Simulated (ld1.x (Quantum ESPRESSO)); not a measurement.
# Ranking TM potentials for cadmium (Cd)

All share these settings but for the change named:

```json
{
 "Element": "cadmium (Cd)",
 "Generator": "ld1.x (Quantum ESPRESSO) 7.5",
 "Type": "norm-conserving Troullier–Martins (Kleinman–Bylander form)",
 "Functional": "PBE",
 "Relativity": "scalar-relativistic",
 "Frozen core": "[Ar] 3d10",
 "Valence charge": "20",
 "Reference configuration": "4s2 4p6 4d9 5s0 5p0 (charge +3)",
 "Partial waves": "4s (bound): rc 1.55 bohr; 4p (bound): rc 1.40 bohr; 4f channel at 0.25 Ry: rc 1.20 bohr; 4d (bound): rc 1.00 bohr",
 "Local potential": "the d channel",
 "Core correction": "none"
}
```

Cutoff: the first of the cutoffs (Ry, on a coarse ladder) from which the occupation-weighted sum of valence levels, in a spherical-Bessel basis at the reference potential, stays within 10 and 1 mRy of its value at 400 Ry; the density cutoff is not measured.

The base gives 110 Ry.

Of 7 variants that were run, those that failed, showed a ghost or another fault, or gave nearly equal values are left out.

**Question.** Rank these variants from softest to hardest (loose cutoff).
A. all radii scaled by about 0.84 (s 1.30, p 1.18, d 0.84, f 1.02 bohr)
B. all radii scaled by about 0.96 (s 1.48, p 1.34, d 0.96, f 1.14 bohr)
C. all radii scaled by about 1.28 (s 1.98, p 1.80, d 1.28, f 1.54 bohr)

**Answer.** C (90 Ry), B (140 Ry), A (230 Ry).
